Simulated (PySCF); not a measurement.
C₄H₅Si, SMILES C1=C[SiH]C=C1 (connectivity only; charge and spin as stated), charge +1, multiplicity 1.

Geometry: PBE0-D3(BJ)/def2-SVP. The multiplicity is an assumed one; no other spin state was optimised. The isomer is the one that the SMILES or the coordinates give; other isomers of the formula were not compared.

These are SMD-ωB97X/6-31G* in PySCF values and carry that method's errors.

Solvation free energies are E(SMD) − E(gas) at the gas-phase geometry, for 1 M in both phases.

```csv
solvent,ΔG(solv) (kcal/mol),its non-electrostatic (CDS) part
water,-54.4,3.4
ethylethanoate,-49.3,-0.6
chlorobenzene,-49.5,-1.2
```
